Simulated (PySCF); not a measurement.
Compound: C2H10OSSi2.
Numbering: `[CH3:1][O:2][CH2:3][SiH2:4][S:5][SiH3:6]` (hydrogens: H7, H8, H9 on C1; H10, H11 on C3; H12, H13 on Si4; H14, H15, H16 on Si6)

The calculation used core-valence-separated Tamm–Dancoff BHandHLYP/aug-pcX-1 (pcseg-1 on H, def2-SVPD on Si, def2-SVPD on S) in PySCF, non-relativistic, gas phase, PBE0-D3(BJ)/def2-SVP geometry. Absolute energies from this functional tend to lie a few eV below measured edges; no shift was applied.

Q: Give energies, oscillator strengths and core holes at the O K edge.

A: 
```csv
E (eV),f,core hole on,main final orbital
533.45,0.0133,O2,spread
534.22,0.0038,O2,LUMO (68 %)
534.39,0.0238,O2,LUMO+1 (34 %)
534.69,0.0041,O2,LUMO+2 (54 %)
535.07,0.0038,O2,LUMO+3 (34 %)
535.26,0.0037,O2,LUMO+4 (38 %)
535.36,0.0011,O2,LUMO+5 (53 %)
```

The first line with a tenth or more of the strongest one's intensity is at 533.45 eV (f = 0.013), with the hole on O2 (ether oxygen). The strongest listed is at 534.39 eV (f = 0.024; O2).

Q: What does the C 1s absorption edge look like?

A: 
```json
{"E (eV)": "286.34", "f": "0.0334", "core hole on": "C3", "main final orbital": "spread"}
{"E (eV)": "286.60", "f": "0.0314", "core hole on": "C1", "main final orbital": "spread"}
{"E (eV)": "286.80", "f": "0.0083", "core hole on": "C3", "main final orbital": "LUMO (36 %)"}
{"E (eV)": "287.15", "f": "0.0061", "core hole on": "C1", "main final orbital": "LUMO (35 %)"}
{"E (eV)": "287.29", "f": "0.0369", "core hole on": "C3", "main final orbital": "spread"}
{"E (eV)": "287.49", "f": "0.0651", "core hole on": "C1 + C3", "main final orbital": "spread (2 roots, f summed)"}
{"E (eV)": "287.61", "f": "0.0374", "core hole on": "C1", "main final orbital": "LUMO+4 (33 %)"}
{"E (eV)": "287.80", "f": "0.0027", "core hole on": "C3", "main final orbital": "spread"}
{"E (eV)": "288.13", "f": "0.0011", "core hole on": "C3", "main final orbital": "LUMO (38 %)"}
{"E (eV)": "288.41", "f": "0.0006", "core hole on": "C1", "main final orbital": "LUMO+1 (54 %)"}
```

The first line with a tenth or more of the strongest one's intensity is at 286.34 eV (f = 0.033), with the hole on C3 (sp3 carbon bound to oxygen). The strongest listed is at 287.49 eV (f = 0.065, sum of 2; C1 + C3).

Roots within 0.03 eV whose holes lie on the same, on equivalent or on shared atoms are summed into one line, and the highest roots are left out, as the search may have cut off their partners. Final orbitals are the ground state's empty Kohn–Sham orbitals.

Q: What is the summed oscillator strength of the listed O K lines, and their intensity-weighted mean energy?

A: Σf = 0.054 over 7 lines from 533.45 to 535.36 eV; the weighted mean is 534.30 eV. The strongest line holds 44 % of the sum.

The ionisation thresholds weren't computed; near and above them a finite basis only mimics Rydberg series and continuum.

Conformer computed: `[CH3:1][O:2][CH2:3][SiH2:4][S:5][SiH3:6]`: C1–O2–C3–Si4 173°, O2–C3–Si4–S5 -62°, C3–Si4–S5–Si6 55°.

One conformer stands for the species.
